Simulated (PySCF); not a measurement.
Computed shifts of a molecule C2H8O3Si, HF/pcSseg-1 run with PySCF, GIAO, gas phase, atoms alike by connectivity averaged where their shifts nearly agree, in ppm (number of nuclei): ¹³C: 59.5 (1), 57.8 (1). ²⁹Si: -25.4 (1). ¹H: 4.44 (1), 4.03 (1), 3.49 (3), 3.01 (1), 2.77 (1), 2.56 (1). References: ¹³C against TMS (σ = 192.6 ppm); ¹⁷O against H2O (σ = 333.0 ppm); ²⁹Si against TMS (σ = 393.8 ppm); ¹H against TMS (σ = 31.99 ppm), references at their B3LYP-D3(BJ)/def2-TZVP geometries, non-relativistic. The structure is a stationary point at B3LYP-D3(BJ)/def2-SVP. One conformer was computed; it need not be the lowest.

**Question.** Which structure fits?
(A) COC[SiH](O)O
(B) CO[Si](C)(O)O
(C) OCC[SiH](O)O
(D) CO[Si@H](O)CO

**Answer.** A, COC[SiH](O)O
